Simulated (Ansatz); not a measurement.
Input (CCSDT(Q)/def2-TZVPP; Ansatz, an electronic-structure program):

Ansatz 0.2 input:
```yaml
crystal:
  periodic: [false, false, false]
  atoms:
    - {symbol: Cs, position_ang: [-0.00000000, -0.00000000, -1.52813754]}
    - {symbol: Br, position_ang: [0.00000000, 0.00000000, 2.40135899]}
basis:
  gaussian:
    orbitals: def2-TZVPP
total_charge: 1
magnetization: {spin_polarized: true, initial_magnetization: 1}
correlation: {method: ccsdt_q, electrons: outside_noble_gas}
```

Output:

```
Functional definition: HF
integrals: 0.16 GiB planned
891 factors; integrals over basis functions are off by at most 1.9e-7 eV
mean field: 0.29 GiB planned
mean field evaluation 1: about -70534.5360 eV, gradient 1.4e1 eV
mean field evaluation 2: about -70534.5406 eV, gradient 1.4e1 eV
mean field evaluation 4: about -70535.4166 eV, gradient 1.0e0 eV
mean field evaluation 8: about -70535.4234 eV, gradient 7.0e-5 eV
mean field evaluation 16: about -70535.4134 eV, gradient 1.0e0 eV
mean field evaluation 32: about -70535.2291 eV, gradient 9.9e-6 eV
mean field evaluation 64: about -70535.1600 eV, gradient 5.0e0 eV
mean field evaluation 96: about -70535.4234 eV, gradient 1.8e-3 eV
mean field evaluation 128: about -70535.2291 eV, gradient 2.2e-3 eV
mean field -70535.42337806 eV, -2592.1289985164 hartree, gradient 3.1e-6 eV, S^2 0.758776; 9 other end points of the search recorded, 0 dependent functions left out
determinant -70535.42337806 eV, -2592.1289985164 hartree, with singles and doubles -70539.60583078 eV, -2592.2827008190 hartree
determinant -70535.22908483 eV, -2592.1218583722 hartree, with singles and doubles -70539.42419282 eV, -2592.2760257472 hartree
determinant -70535.42337806 eV, -2592.1289985164 hartree, with singles and doubles -70539.59773039 eV, -2592.2824031354 hartree
determinant -70535.22908483 eV, -2592.1218583722 hartree, with singles and doubles -70539.41650308 eV, -2592.2757431542 hartree
18 core orbitals not correlated, not the lowest: weight in the atoms' cores, before any rotation towards them, 0.997 or more for the frozen orbitals, at most 0.002 for the correlated occupied ones
reference -70535.42337806 eV, -2592.1289985164 hartree; 4, 3 occupied and 62, 63 virtual orbitals, 891 factors
second order -3.64283493 eV of doubles, -0.00000000 eV of singles
coupled cluster: 0.84 GiB planned
cycle   1  -4.05788699 eV  change   -4.2e-1 eV  update   4.6e-2
cycle   2  -4.31750832 eV  change   -2.6e-1 eV  update   1.7e-2
cycle   3  -4.31532354 eV  change    2.2e-3 eV  update   4.1e-3
cycle   4  -4.31406431 eV  change    1.3e-3 eV  update   1.7e-3
cycle   5  -4.31418857 eV  change   -1.2e-4 eV  update   6.2e-4
cycle   6  -4.31386218 eV  change    3.3e-4 eV  update   3.1e-4
cycle   7  -4.31391707 eV  change   -5.5e-5 eV  update   1.4e-4
cycle   8  -4.31406508 eV  change   -1.5e-4 eV  update   5.9e-5
cycle   9  -4.31406551 eV  change   -4.2e-7 eV  update   2.3e-5
cycle  10  -4.31403785 eV  change    2.8e-5 eV  update   1.1e-5
cycle  11  -4.31402966 eV  change    8.2e-6 eV  update   6.0e-6
cycle  12  -4.31403744 eV  change   -7.8e-6 eV  update   3.0e-6
cycle  13  -4.31404006 eV  change   -2.6e-6 eV  update   2.2e-6
cycle  14  -4.31404088 eV  change   -8.2e-7 eV  update   1.0e-6
cycle  15  -4.31404079 eV  change    9.7e-8 eV  update   5.5e-7
perturbative correction -0.00308608 eV, -0.0001134113 hartree
Total energy: -70539.74050492 eV, -2592.2876500024 hartree
```
